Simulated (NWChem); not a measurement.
Species: C3H4Cl2Si; SMILES [SiH3]C(Cl)=C=CCl

Program: NWChem. Medium grid unless said otherwise, to which SCAN and Minnesota functionals are sensitive. Structure relaxed at the PBE0/def2-SVP level. Total energies of different functionals are on different scales.

| level | energy (Ha) | highest occupied level (eV) | orbital gap (eV) | dipole (D) |
|---|---|---|---|---|
| PBE/def2-SVP | -1325.3992 | -6.34 | 4.31 | 1.21 |
| B3LYP/def2-SVP | -1326.1254 | -7.26 | 6.00 | 1.29 |
| BLYP/def2-SVP | -1326.0120 | -6.09 | 4.32 | 1.13 |
| LDA (Slater exchange, VWN5)/def2-SVP | -1320.8766 | -6.46 | 4.26 | 1.20 |
| r2SCAN/def2-SVP | -1325.9223 | ? | ? | 1.40 |
| CAM-B3LYP/def2-SVP | -1326.0321 | -8.77 | 8.87 | 1.37 |

Complete the blanks.


- r2SCAN/def2-SVP, highest occupied level (eV): -6.68
- r2SCAN/def2-SVP, orbital gap (eV): 4.68
